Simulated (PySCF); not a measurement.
Solvent effects on NMR parameters

Bonds (- single, = double, # triple, : aromatic): C1-C2, C2=O3, C2-C4, C4=C5, C5-O6, C5-C7, C7-C8, C8-C9, C8=S10. C1 carries H11, H12, H13; C4 carries H14; C7 carries H15, H16; C9 carries H17, H18, H19. Formal charges: O6 -1. Stereochemistry as in CC(=O)/C=C(/[O-])CC(C)=S.

Total charge -1.

GIAO PBE0/pcSseg-1 in PySCF 2.14 on one PBE0-D3(BJ)/def2-SVP conformer, non-relativistic, equivalent nuclei averaged. Solvents enter as an IEF-PCM continuum (methanol with ε = 32.6, acetonitrile with ε = 35.7) around the gas-phase geometry. Shifts are referred to TMS, CS2 computed in the same medium.

In methanol, δ in ppm: C8 281.4, C2 193.2, C5 181.7, C4 93.5, C7 66.8, C9 53.3, C1 35.1, S10 701.9, H15/H16 4.95, H14 4.77, H17/H18/H19 3.62, H11/H12/H13 1.92. Dipole moment 2.27 D.

Task: How does each δ change in the more polar medium?

Result: 
```
      atoms                                  environment  Δδ, acetonitrile
         C8                          thiocarbonyl carbon               0.0
         C2                       ketone carbonyl carbon               0.0
         C5                   β carbon of a C=C–C=O unit               0.0
         C4                   α carbon of a C=C–C=O unit               0.0
         C7                              allylic sp3 CH2               0.0
         C9                                methyl carbon               0.0
         C1                methyl carbon α to a carbonyl               0.0
        S10                                thione sulfur              -0.4
    H15/H16               hydrogen on an allylic sp3 CH2              0.00
        H14    hydrogen on an α carbon of a C=C–C=O unit              0.00
H17/H18/H19                  hydrogen on a methyl carbon              0.00
H11/H12/H13  hydrogen on a methyl carbon α to a carbonyl              0.00
```

Changes are relative to methanol. The dipole moment becomes 2.27 D in acetonitrile.

Task: Which nuclei move most (in ppm), and what does the model miss?

Result: S10 (thione sulfur, -0.4 ppm) in acetonitrile. A continuum only polarises the solute; specific hydrogen bonds, the anisotropy of aromatic solvents and changes of geometry or conformer are outside it, as are counter-ions.
